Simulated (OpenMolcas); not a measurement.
Cr2+ (d4) on a cation site of an ionic host was computed by SS-CASPT2, IPEA 0.25 Eh, imaginary shift 0.1 Eh with the d shell active (OpenMolcas, ANO-RCC-VTZP on the metal). Its lowest spin-free states, and all those of the highest spin:

```csv
2S+1,Degeneracy,E (cm-1)
5,3,0
5,2,4630
3,3,14310
3,3,16220
3,3,17400
3,3,18570
3,3,18870
3,2,19600
1,1,19990
3,1,21550
3,3,21580
1,3,22020
```

Q: Is the site octahedral, tetrahedral or cube-like, axial, or of lower symmetry?

A: The states with 2S+1 = 5 have orbital degeneracies 3, 2. Threefold states need a cubic site. For d4 at this spin an octahedron puts the twofold E below the threefold T2 and a tetrahedron or cube puts the threefold T2 below the twofold E, so the site is a tetrahedron or a cube, which this pattern cannot tell apart. The first gap at this spin, 4630 cm-1, is |10Dq| in ligand-field theory. The run had Cr2+ with its 8 nearest fluoride ions at 2.334 Å, on the Sr site of SrF2 (a = 5.796 Å, distance in the model lattice 2.510 Å). The rest of the host is ab initio model potentials to 7.6 Å and point charges beyond; the distance is set by hand and nothing relaxes. Ligand basis ANO-RCC-VDZP.

Roots that are degenerate in the reference are averaged as groups; the widest CASPT2 spread within a group is 710 cm-1 (the 3-fold group of multiplicity 3 near 43700 cm-1 above the lowest state of its run). Shifts and gaps below about the spread of the groups concerned are not significant. Over all roots computed the reference weight is 0.68 to 0.69; a low but even weight reflects the number of correlated electrons. An orbital triplet at a regular site is open to Jahn-Teller coupling, which can distort the site and quench the lowest spin-orbit gaps and is left out. Ligand-to-metal charge-transfer states are missing. These CASPT2 states fit no ligand-field parameters well, so their order and spin gaps are uncertain. With no ligand orbital active B as a rule stays too high, so bands that hang on it stand too high and its fall with covalency is understated. With one d shell and no ligand orbital active, 10Dq can be off by tens of per cent for divalent 3d ions, low with halides held by bare charges and at times high in hosts. Free-ion shares, where given, are those of the reference states; single-state CASPT2 does not remix them. No measured value stands beside these numbers; the geometry was set by hand and not optimised.
